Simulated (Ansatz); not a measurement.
Dissociation curve of MgH, doublet.

Level of theory: Ansatz (a program for electronic structure) with full CI/cc-pVQZ, frozen core.

### Question
Relative to R = 1.74 Å, what are the energies at R = 1.38, 2.37, 3.10, 4.68 Å?

### Answer
19.7 kcal/mol at 1.38 Å, 16.6 kcal/mol at 2.37 Å, 30.7 kcal/mol at 3.10 Å, 32.6 kcal/mol at 4.68 Å.
